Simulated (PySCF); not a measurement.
SMILES [OH2]->[Ni+2](<-[OH2])(<-[OH2])(<-[OH2])(<-[OH2])<-[OH2] (H12NiO6 (cation, charge +2)), triplet, GFN2-xTB optimised geometry.

```
19

Ni     0.00     0.00     0.00
O      0.07     2.13    -0.05
H      0.15     2.61     0.79
H     -0.53     2.65    -0.60
O     -0.06    -0.11    -2.13
H      0.48     0.46    -2.69
H     -0.93    -0.17    -2.56
O     -2.13     0.00     0.00
H     -2.59    -0.85    -0.02
H     -2.64     0.57     0.58
O      2.13     0.00     0.00
H      2.59     0.85     0.02
H      2.64    -0.57    -0.58
O      0.07     0.11     2.13
H     -0.48    -0.45     2.69
H      0.93     0.17     2.56
O     -0.06    -2.13     0.05
H      0.53    -2.65     0.60
H     -0.14    -2.61    -0.79
```

Density from unrestricted PBE0/def2-SVP in PySCF at that geometry.

Minimum of the electron density along straight lines between bonded atoms, close to the bond critical point (lines longer than 1.1 times the sum of covalent radii, or with two minima, are not listed):

```tsv
bond	length / Å	ρ at the minimum / e bohr⁻³	∇²ρ there / e bohr⁻⁵	position (fraction from the first atom)
O2–H3	0.966	0.344	-2.63	0.83
O2–H4	0.966	0.344	-2.63	0.83
O5–H6	0.966	0.344	-2.63	0.83
O5–H7	0.966	0.345	-2.63	0.83
O8–H9	0.966	0.345	-2.63	0.83
O8–H10	0.966	0.345	-2.63	0.83
O11–H12	0.966	0.345	-2.63	0.83
O11–H13	0.966	0.344	-2.63	0.83
O14–H15	0.966	0.344	-2.63	0.83
O14–H16	0.966	0.345	-2.63	0.83
O17–H18	0.966	0.344	-2.63	0.83
O17–H19	0.966	0.345	-2.63	0.83
```
